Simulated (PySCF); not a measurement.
```xyz
5
charge 0 multiplicity 1, angstrom
Se    0.0000    0.0000   -1.0502
O     0.0000    1.3920   -1.8312
O     0.0000   -1.3920   -1.8312
I     2.0178    0.0000    0.5620
I    -2.0178    0.0000    0.5620
```

Method: PBE0 in PySCF with Se def2-SVP, O def2-SVP, I def2-SVP with ECP28; scalar-relativistic core potentials, no spin–orbit coupling; density-fitted integrals.

This geometry of SeO₂I₂ is a stationary point at this level.

Question: What is the point group?

Answer: C2v.

Question: Is it a minimum?

Answer: Yes: all harmonic wavenumbers are real.

Question: List the harmonic modes with their infrared intensities.

Answer: 
```csv
symmetry,ω (cm⁻¹),IR (km/mol)
a1,71,0.0
a2,162,0.0
b2,177,2.2
a1,184,0.6
b1,186,2.6
b1,314,134
a1,346,55.1
a1,977,73.7
b2,1057,65.8
```

Question: What are the dipole moment and the gap between the highest occupied and lowest empty levels?

Answer: 2.93 D and 3.50 eV.

In C2v the vibrations span 4a1 + a2 + 2b2 + 2b1. The a2 mode carries no infrared intensity, as symmetry demands.

Only a few start shapes were tried, so a lower isomer may exist.
